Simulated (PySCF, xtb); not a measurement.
CHAlF₄O, SMILES [OH][Al]([F])[C](F)(F)F.

xtb 6.7.1 with GFN2-xTB at its own geometry gives an orbital gap of 3.94 eV and a dipole moment of 4.13 D.

Geometry optimised at PBE0-D3(BJ)/def2-SVP. The structure was generated by enumeration; whether it is a known compound was not checked. Other conformers were not sampled.

Q: What does PySCF with ωB97X/def2-TZVP give? (An estimate is asked for; the answer gives what the named calculation found.)

A: gap 12.89 eV (levels -11.87 and 1.02 eV), dipole 2.70 D.
